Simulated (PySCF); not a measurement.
CH3Si, SMILES [Si]C (connectivity only; charge and spin as stated), neutral, multiplicity 2. Geometry: PBE0-D3(BJ)/def2-TZVP. The isomer is the one that the SMILES or the coordinates give; other isomers of the formula were not compared.

These are PySCF with PBE0-D3(BJ)/def2-TZVP values and carry that method's errors.

Harmonic wavenumbers (cm⁻¹): 498, 604, 687, 1231, 1339, 1431, 2984, 3075, 3116. Rotational constants (GHz): 160.7, 12.69, 12.66; symmetry number 1.

Problem. Work out the zero-point energy and the ideal-gas rigid-rotor harmonic-oscillator thermochemistry at 298.15 K and 1 atm.

Solution. ZPE = ½ Σ hcν = ½ × 14965 cm⁻¹ = 89.51 kJ/mol. H − E(el) = 100.82 kJ/mol. Entropy in J/(mol K): translation 155.69, rotation 83.93, vibration 6.28, spin 5.76, total 251.67. G − E(el) = 25.79 kJ/mol. Cp = 48.07 J/(mol K).
